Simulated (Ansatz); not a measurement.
The Pb1–H2 bond of H3NPb (SMILES [NH2][PbH]) is stretched (multiplicity 1, the rest rigid).
Geometry at rest (charge 0, multiplicity 1):
```xyz
5

Pb    -0.057     0.135     0.166
H     -0.745     1.245    -1.165
N      0.564    -1.280    -1.300
H      0.429    -1.174    -2.294
H      1.035    -2.146    -1.082
```

Correlated levels freeze the cores. Filled d and f shells under p-block atoms count as core.

The values were computed with Ansatz (a program for electronic structure). Values without a source in brackets are computed. In def2 rows elements past Kr take small-core potentials, without spin–orbit coupling.

Energies above the point at 1.865 Å (the B3LYP-D3(BJ) bond length), FIC-MRCISD+Q on CASSCF(2,2)/def2-TZVPP (kcal/mol): 4.80 at 1.678 Å; 2.88 at 2.051 Å; 61.07 at 5.967 Å.

Question: Take the last value as the depth D of a Morse curve D(1 − e^(−a(R − R₀)))², fit a and R₀ to the two near points, and test it at 2.517 and 3.263 Å.

Answer: 
With D = 61.1, both near points (counted from the curve's value at 1.865 Å) are met by a = 1.32 Å⁻¹ and R₀ = 1.866 Å, so k = 2Da² = 212 kcal/(mol Å²). The curve then gives 20.3 and 43.2 kcal/mol; the level itself gives 21.2 and 47.3, so Morse is off by -0.9 and -4.0.
